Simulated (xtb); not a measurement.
(Z)-1-chloro-1,2-difluoroprop-1-ene (C3H3ClF2), SMILES C/C(F)=C(\F)Cl. All values are semi-empirical tight-binding results from xtb (GFN2-xTB unless named), good for trends rather than for accurate numbers. Geometry: GFN2-xTB.

Computed properties:
* **point group as xtb finds it**: Cs
* **orbital gap**: 4.54 eV
* **dipole moment**: 1.86 D
* **zero-point energy**: 33.5 kcal/mol
* **G − E(el) at 298.15 K (modified RRHO)**: 13.9 kcal/mol
* **static polarisability (D4 model)**: 52.8 bohr³
* **solvation energy, GFN2-xTB/ALPB(water)**: -2.3 kcal/mol
* **solvation energy, GFN2-xTB/ALPB(dmf)**: -4.9 kcal/mol
